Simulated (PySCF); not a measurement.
IK, singlet, at a GFN2-xTB geometry (such geometries of metal compounds can be far from the true shape) (core potentials on I); PySCF with HF/def2-SVP.

Here is a job for PySCF.
```python
from pyscf import gto, scf

mol = gto.Mole()
mol.atom = '''
    K    -0.000000   -0.000000   -2.323816
    I     0.000000    0.000000    0.833066
'''
mol.basis = 'def2-svp'
mol.ecp = {'I': 'def2-svp'}
mol.charge = 0
mol.spin = 0
mol.verbose = 4
mol.build()

mf = scf.RHF(mol)
mf.kernel()
mo_i, mo_e, stable_i, stable_e = mf.stability(internal=True, external=True, return_status=True, nroots=6, tol=1e-6)
print('internally stable:', stable_i, ' externally stable:', stable_e)
if not stable_e:
    umf = mf.to_uhf() if not hasattr(mf, 'xc') else mf.to_uks()
    umf.scf_summary = {}
    umf.kernel(umf.make_rdm1(mo_e, umf.mo_occ))
mf.analyze()
```

Output, abridged:

```
PySCF version 2.14.0

[INPUT] verbose = 4
[INPUT] num. atoms = 2
[INPUT] num. electrons = 44
[INPUT] charge = 0
[INPUT] spin (= nelec alpha-beta = 2S) = 0
[INPUT] symmetry False subgroup None
[INPUT] Mole.unit = angstrom
[INPUT] Symbol           X                Y                Z      unit          X                Y                Z       unit  Magmom
[INPUT]  1 K      0.000000000000   0.000000000000  -2.323816000000 AA    0.000000000000   0.000000000000  -4.391375803882 Bohr   0.0
[INPUT]  2 I      0.000000000000   0.000000000000   0.833066000000 AA    0.000000000000   0.000000000000   1.574266583687 Bohr   0.0

nuclear repulsion = 79.622607112651
number of shells = 20
number of NR pGTOs = 112
number of NR cGTOs = 50
basis = def2-svp
ecp = {'I': 'def2-svp'}

******** <class 'pyscf.scf.hf.RHF'> ********
method = RHF
initial guess = minao
damping factor = 0
level_shift factor = 0
DIIS = <class 'pyscf.scf.diis.CDIIS'>
diis_start_cycle = 1
diis_space = 8
diis_damp = 0
SCF conv_tol = 1e-09
SCF conv_tol_grad = None
SCF max_cycles = 50
direct_scf = True
direct_scf_tol = 1e-13
Set gradient conv threshold to 3.16228e-05
Initial guess from minao.
init E= -863.632064837997
cycle= 1 E= -894.847146839281  delta_E= -31.2  |g|= 2.15  |ddm|= 7.45

cycle= 2 E= -894.750580318995  delta_E= 0.0966  |g|= 1.34  |ddm|= 5.68
cycle= 3 E= -895.756831694822  delta_E= -1.01  |g|= 0.406  |ddm|= 3.54
cycle= 4 E= -895.819465420812  delta_E= -0.0626  |g|= 0.0868  |ddm|= 0.731
cycle= 5 E= -895.823633159557  delta_E= -0.00417  |g|= 0.00987  |ddm|= 0.221
cycle= 6 E= -895.823710070966  delta_E= -7.69e-05  |g|= 0.00295  |ddm|= 0.0321
cycle= 7 E= -895.823719423007  delta_E= -9.35e-06  |g|= 0.000885  |ddm|= 0.0097
cycle= 8 E= -895.823720647221  delta_E= -1.22e-06  |g|= 0.000262  |ddm|= 0.00444
cycle= 9 E= -895.823720708084  delta_E= -6.09e-08  |g|= 3.98e-05  |ddm|= 0.000893
cycle= 10 E= -895.823720710473  delta_E= -2.39e-09  |g|= 6.78e-06  |ddm|= 0.000225
cycle= 11 E= -895.823720710519  delta_E= -4.67e-11  |g|= 1.47e-06  |ddm|= 3.29e-05
Extra cycle  E= -895.823720710521  delta_E= -1.48e-12  |g|= 5.75e-07  |ddm|= 4.43e-06
converged SCF energy = -895.823720710521
rhf_internal: lowest eigs of H = [0.60820564 0.60820571 0.66387735 0.82073216 0.82073218 0.87363932]
<class 'pyscf.scf.hf.RHF'> wavefunction is stable in the internal stability analysis
rhf_real2complex: lowest eigs of H = [0.14934903 0.14934905 0.16090396 0.2048853  0.20742633 0.21059232]
<class 'pyscf.scf.hf.RHF'> wavefunction is stable in the real -> complex stability analysis
rhf_external: lowest eigs of H = [0.14104487 0.14155657 0.1415566  0.18585757 0.19435966 0.1943605 ]
<class 'pyscf.scf.hf.RHF'> wavefunction is stable in the RHF/RKS -> UHF/UKS stability analysis
internally stable: True  externally stable: True
**** SCF Summaries ****
Total Energy =                        -895.823720710520888
Nuclear Repulsion Energy =              79.622607112651025
One-electron Energy =                -1503.230685201331198
Two-electron Energy =                  527.784357378159257
Two-electron Coulomb Energy =          581.767500336833450
DFT Exchange-Correlation Energy =      -53.983142958674193
**** MO energy ****
MO #1   energy= -133.552554345817  occ= 2
MO #2   energy= -14.5155154298438  occ= 2
MO #3   energy= -11.5489436330609  occ= 2
MO #4   energy= -11.548943632979   occ= 2
MO #5   energy= -11.5486548648939  occ= 2
MO #6   energy= -7.61449685545522  occ= 2
MO #7   energy= -5.46389068909725  occ= 2
MO #8   energy= -5.46238712932106  occ= 2
MO #9   energy= -5.46238711293258  occ= 2
MO #10  energy= -2.15772434434848  occ= 2
MO #11  energy= -2.15709822690417  occ= 2
MO #12  energy= -2.15709820860592  occ= 2
MO #13  energy= -2.15565444254262  occ= 2
MO #14  energy= -2.15565444254034  occ= 2
MO #15  energy= -1.77516627360939  occ= 2
MO #16  energy= -0.983767652256495 occ= 2
MO #17  energy= -0.983767649847615 occ= 2
MO #18  energy= -0.981675900678876 occ= 2
MO #19  energy= -0.761740277252343 occ= 2
MO #20  energy= -0.289772335067557 occ= 2
MO #21  energy= -0.277045073901871 occ= 2
MO #22  energy= -0.277045034037775 occ= 2
MO #23  energy= -0.0130873999863539 occ= 0
MO #24  energy= 0.0549118611923766 occ= 0
MO #25  energy= 0.0626874772921181 occ= 0
MO #26  energy= 0.0626874816102831 occ= 0
MO #27  energy= 0.108225415375801  occ= 0
MO #28  energy= 0.20504342883773   occ= 0
MO #29  energy= 0.205043428837738  occ= 0
MO #30  energy= 0.225446865697142  occ= 0
Dipole moment(X, Y, Z, Debye): -0.00000,  0.00000, -12.13444
```
